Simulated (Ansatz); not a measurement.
Molecule: NiO (charge 0, triplet). The spin state was set by rule; other spins were not relaxed. 
Geometry from a B3LYP-D3(BJ)/def2-TZVP (Ansatz, a quantum-chemistry and plane-wave program) optimisation:
SMILES: [O]=[Ni]
```xyz
2

Ni     0.0000     0.0000    -0.3612
O      0.0000     0.0000     1.2643
```
Charge 0, spin multiplicity 3.

Parts of the frozen-core correlation energy in STO-3G (Ansatz, hartree). Frozen orbitals: 10; correlated occupied orbitals by spin: 9 and 7; virtual: 4 and 6. UHF or UKS for open shells. No spin-orbit coupling. Non-relativistic. The program attaches cautions to this run: large difference.

| term | value |
|---|---|
| reference (HF) | -1564.07457 |
| MP2 opposite-spin | ? |
| MP2 same-spin | ? |
| CCSD correlation | -0.10900 |
| (T) | ? |
| T1 diagnostic | 0.134 |
| largest doubles amplitude | 0.148 |
| <S^2> of the reference | 3.202 |

**Question.** Complete the blanks.

**Answer.** 
- MP2 opposite-spin, value: -0.04377
- MP2 same-spin, value: -0.01659
- (T), value: -0.01486
